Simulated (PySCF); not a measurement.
TiF4, SMILES [F][Ti]([F])([F])[F], multiplicity 1. Atoms are numbered in the order given.

```xyz
5

Ti     0.0000     0.0000     0.0000
F     -1.0015     1.0015    -1.0015
F      1.0015     1.0015     1.0015
F      1.0015    -1.0015    -1.0015
F     -1.0015    -1.0015     1.0015
```
Charge 0, spin multiplicity 1.

Geometry optimised at B3LYP-D3(BJ)/def2-SVP. The multiplicity is an assumed one; other spin states were not compared. The isomer is the one that the SMILES or the coordinates give; other isomers of the formula were not compared.

Two levels are set side by side: PBE/pcSseg-1 (PySCF) and HF/pcSseg-1 (PySCF). GIAO shifts against CFCl3 (¹⁹F) at the same level; non-relativistic, no solvent, atoms listed together averaged. Differences are taken from unrounded values.

| quantity | HF | PBE | PBE minus HF |
|---|---|---|---|
| δ(¹⁹F) of F2, F3, F4, F5 (ppm) | 267.2 | 343.7 | 76.5 |

Rough cost on one machine, each run with all the roots and properties that it gave: HF against PBE within a factor of 2.
